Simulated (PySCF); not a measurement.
## How methods differ on the ionisation energy of Xe³⁷⁺

Xe³⁷⁺ [Ne] 3s2 3p5 (2P) → Xe³⁸⁺ [Ne] 3s2 3p4 (3P), as a difference of total energies. Computed with PySCF 2.14 in an even-tempered Gaussian basis (16 s from 6.2 bohr⁻², ratio 2.5; 10 p from 8.1 bohr⁻², ratio 2.5; 5 d from 37 bohr⁻², ratio 2.7; 4 f from 55 bohr⁻², ratio 2.7), with the non-relativistic Hamiltonian (point nucleus). Correlated levels: outer shells: 1s2 frozen; virtual orbitals above 40 to 60 times the deepest correlated orbital energy dropped. The calculations carry no spin-orbit coupling.

```tsv
method	ionisation energy (eV)
UHF	2617.7
LDA	2620.1
PBE	2620.4
PBE0	2620.2
r2SCAN	2620.4
TPSSh	2620.2
BLYP	2620.4
MP2 (outer shells)	2618.7
SCS-MP2 (outer shells)	2618.6
```

Spin-orbit coupling is strong in these open shells (close to jj coupling). The scalar numbers leave it out and a first-order estimate fails, so it can dominate the gap to the real levels.

The gap to the reference is mostly relativistic.

For comparison: 2637 ± 4 eV (theoretical estimate listed by NIST; NIST Atomic Spectra Database, ionization energies).
